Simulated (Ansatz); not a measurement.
Start from `C=NO` and change one atom or group to get `C=[N][GaH2]`.

Ansatz, PBE0-D4/def2-TZVP geometries, multiplicity 1. Each molecule was computed in one conformer, which needn't be the lowest.

Scalar relativity is left out up to krypton.

```json
{"property": "size of the dipole moment (PBE/def2-TZVPP) / D", "`C=NO`": "0.14"}
{"property": "HOMO–LUMO gap (B3LYP/def2-TZVPP) / eV", "`C=NO`": "7.04"}
{"property": "LUMO energy (B3LYP/def2-TZVPP) / eV", "`C=NO`": "-0.54"}
{"property": "HOMO–LUMO gap (ωB97M-V/def2-TZVPP) / eV", "`C=NO`": "12.17"}
{"property": "zero-point energy (PBE0-D4/def2-TZVP) / kJ/mol", "`C=NO`": "118.0"}
{"property": "size of the dipole moment (B3LYP/def2-TZVPP) / D", "`C=NO`": "0.21"}
```

What does the change do to each property? (An estimate is asked.)

Ansatz gave: 
| property | `C=[N][GaH2]` | shift |
| --- | --- | --- |
| size of the dipole moment (PBE/def2-TZVPP) / D | 1.10 | 0.96 |
| HOMO–LUMO gap (B3LYP/def2-TZVPP) / eV | 5.21 | -1.83 |
| LUMO energy (B3LYP/def2-TZVPP) / eV | -1.22 | -0.68 |
| HOMO–LUMO gap (ωB97M-V/def2-TZVPP) / eV | 9.59 | -2.58 |
| zero-point energy (PBE0-D4/def2-TZVP) / kJ/mol | 112.6 | -5.4 |
| size of the dipole moment (B3LYP/def2-TZVPP) / D | 1.05 | 0.84 |

With PBE0 the HOMO rises by 1.20 eV and the LUMO falls by 0.72 eV, so the gap narrows by about 1.92 eV. PBE moves the HOMO by 0.99 eV and ωB97M-V by 1.29 eV. The zero-point energy changes by -5.4 kJ/mol with +3 modes. Dipoles are sizes alone; their direction can turn.

B3LYP here is the variant with VWN-RPA as its local correlation; programs differ in this.
